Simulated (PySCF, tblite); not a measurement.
Isomers of C6H9N3O, one GFN2-xTB conformer each. Single-point energies are computed at PBE0/pcSseg-1 (PySCF, gas phase, no added dispersion term), electronic only.

```json
{"SMILES": "CC(=O)c1nnc(C)n1C", "GFN2-xTB relative energy (kcal/mol)": "0.0"}
{"SMILES": "CCCn1cc(C=O)nn1", "GFN2-xTB relative energy (kcal/mol)": "25.8"}
{"SMILES": "CCc1[nH]nnc1C(C)=O", "GFN2-xTB relative energy (kcal/mol)": "19.4"}
{"SMILES": "CC(=O)c1c(C)nnn1C", "GFN2-xTB relative energy (kcal/mol)": "14.0"}
{"SMILES": "CCn1nncc1C(C)=O", "GFN2-xTB relative energy (kcal/mol)": "17.1"}
{"SMILES": "C=Cn1nnc(OC)c1C", "GFN2-xTB relative energy (kcal/mol)": "27.6"}
```

Conformers: `[CH3:1][C:2](=[O:3])[c:4]1[n:5][n:6][c:7]([CH3:8])[n:9]1[CH3:10]` with C1–C2–C4–N5 -7°; `[CH3:1][CH2:2][CH2:3][n:4]1[cH:5][c:6]([CH:7]=[O:8])[n:9][n:10]1` with C1–C2–C3–N4 -65°, C2–C3–N4–C5 94°, C5–C6–C7–O8 0°; `[CH3:1][CH2:2][c:3]1[nH:4][n:5][n:6][c:7]1[C:8]([CH3:9])=[O:10]` with C1–C2–C3–N4 95°, N6–C7–C8–C9 2°; `[CH3:1][C:2](=[O:3])[c:4]1[c:5]([CH3:6])[n:7][n:8][n:9]1[CH3:10]` with C1–C2–C4–C5 0°; `[CH3:1][CH2:2][n:3]1[n:4][n:5][cH:6][c:7]1[C:8]([CH3:9])=[O:10]` with C1–C2–N3–N4 96°, C6–C7–C8–C9 2°; `[CH2:1]=[CH:2][n:3]1[n:4][n:5][c:6]([O:7][CH3:8])[c:9]1[CH3:10]` with C1–C2–N3–N4 0°, N5–C6–O7–C8 0°.

Q: What does PBE0/pcSseg-1 give for the same structures?

A: 
| SMILES | PBE0/pcSseg-1 E (Eh) | PBE0/pcSseg-1 (kcal/mol) | GFN2-xTB (kcal/mol) | point group |
| --- | --- | --- | --- | --- |
| CC(=O)c1nnc(C)n1C | -472.93586 | 0.0 | 0.0 | C1 |
| CCc1[nH]nnc1C(C)=O | -472.91930 | 10.4 | 19.4 | C1 |
| CC(=O)c1c(C)nnn1C | -472.91534 | 12.9 | 14.0 | Cs |
| CCn1nncc1C(C)=O | -472.91147 | 15.3 | 17.1 | C1 |
| CCCn1cc(C=O)nn1 | -472.90107 | 21.8 | 25.8 | C1 |
| C=Cn1nnc(OC)c1C | -472.86759 | 42.8 | 27.6 | Cs |

Both levels put the same isomer lowest; measured from each level's own lowest isomer, the values differ by up to 15.2 kcal/mol (C=Cn1nnc(OC)c1C: 27.6 against 42.8). As drawn, the lowest has a C=O bond, which the highest lacks; the highest has a C=C bond outside aromatic rings, which the lowest lacks. Neighbours under 2.5 kcal/mol apart (CCc1[nH]nnc1C(C)=O and CC(=O)c1c(C)nnn1C; CC(=O)c1c(C)nnn1C and CCn1nncc1C(C)=O) can change places with a better method, another conformer or zero-point energy.

Q: Which frontier levels, dipoles and rotational constants go with these structures?

A: 
```tsv
SMILES	HOMO (eV, PBE0/pcSseg-1)	LUMO (eV)	dipole (D)	A, B, C (MHz)
CC(=O)c1nnc(C)n1C	-7.44	-1.66	3.75	2686, 1060, 771.9
CCc1[nH]nnc1C(C)=O	-7.42	-1.21	3.56	1720, 1350, 809.9
CC(=O)c1c(C)nnn1C	-7.66	-1.73	2.54	1712, 1539, 822.9
CCn1nncc1C(C)=O	-7.87	-1.91	2.39	1755, 1412, 840.7
CCCn1cc(C=O)nn1	-7.55	-1.54	5.08	2763, 796.1, 684.2
C=Cn1nnc(OC)c1C	-6.32	-1.10	2.98	3035, 918.6, 711.5
```

Q: What happens when harmonic zero-point energies from GFN2-xTB frequencies are added?

A: 
```csv
SMILES,ZPE (kcal/mol),electronic (kcal/mol),with ZPE (kcal/mol)
CC(=O)c1nnc(C)n1C,93.1,0.0,0.0
CCc1[nH]nnc1C(C)=O,93.7,10.4,11.0
CC(=O)c1c(C)nnn1C,93.4,12.9,13.1
CCn1nncc1C(C)=O,93.9,15.3,16.0
CCCn1cc(C=O)nn1,94.0,21.8,22.7
C=Cn1nnc(OC)c1C,92.8,42.8,42.5
```

The zero-point energies span 1.2 kcal/mol. The order is unchanged.
